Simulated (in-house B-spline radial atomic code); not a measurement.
# Kr+: 1s1 2s2 2p6 3s2 3p6 3d10 4s2 4p6 (with a hole in an inner shell)

Method: Dirac-Kohn-Sham relativistic LDA, spherical fractional occupations, Fermi nucleus of rms radius 4.1884 fm. Calculated with an all-electron radial atomic-structure program (B-spline basis).

Effective charges: Z_r = [3n² - l(l+1)]/(2<r>) from the radius, Z_e = n√(-2ε) from the energy, and Slater's rules. Values are occupation-weighted means over j. An effective charge above Z reflects the relativistic contraction of the inner shells.

```csv
shell,electrons,ε (eV),<r> (bohr),Z_r,Z_e,Slater
1s,1,-14547,0.04123,36.38,32.70,36.00
2s,2,-1971.2,0.1801,33.32,24.07,32.70
2p,6,-1777.9,0.1557,32.11,22.86,32.70
3s,2,-296.81,0.517,26.11,14.01,25.75
3p,6,-229.75,0.5206,24.01,12.33,25.75
3d,10,-110.86,0.5248,20.01,8.56,15.85
4s,2,-37.12,1.465,16.38,6.61,9.25
4p,6,-21.834,1.714,13.42,5.07,9.25
```

The least bound orbital is 4p3/2 at -21.54 eV, and it is also the most diffuse (<r> = 1.726 bohr). The part-filled 1s shell lies below the filled 4p shell in orbital energy.

Spin-orbit splittings of the orbital energies (j = l + 1/2 above j = l - 1/2 when positive): 2p 58.59 eV, 3p 8.818 eV, 3d 1.556 eV, 4p 0.8799 eV.

For the 1s electron the small component carries 1.72 % of the norm, the zero-frequency Breit interaction raises the level by 15.98 eV, self-energy by 12.64 eV, and vacuum polarisation lowers it by 1.314 eV.
